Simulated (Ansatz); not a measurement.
Na4H4⁺, that is (NaH)4 cube with one electron fewer. The state is a doublet with charge 1. Geometry PBE-D4/def2-SVP, that of the neutral singlet; atoms count from 1.

```xyz
8

Na    0.2385    0.0345   -1.8695
H    -1.7479   -0.1695   -0.8878
Na   -0.8031   -1.6295    0.5004
H     1.1587   -1.4950   -0.5411
Na    1.6739    0.1629    0.8509
H     0.8385    1.7011   -0.5229
Na   -1.1095    1.4322    0.5183
H    -0.2492   -0.0366    1.9516
```

Question: Estimate the Mulliken populations from the PBE0/def2-TZVP orbitals of Ansatz.

Answer: 
```csv
atom,charge (e),spin (α − β)
Na1,0.45,0.00
H2,-0.20,0.25
Na3,0.45,0.00
H4,-0.20,0.25
Na5,0.45,0.00
H6,-0.20,0.25
Na7,0.45,0.00
H8,-0.20,0.25
```
Mulliken values and Mayer orders depend strongly on the basis.

Question: Where does the spin sit?

Answer: Summed by element: Na 0.00, H 1.00, of 1 unpaired in all. Largest on single atoms: H6 0.25, H4 0.25, H2 0.25.
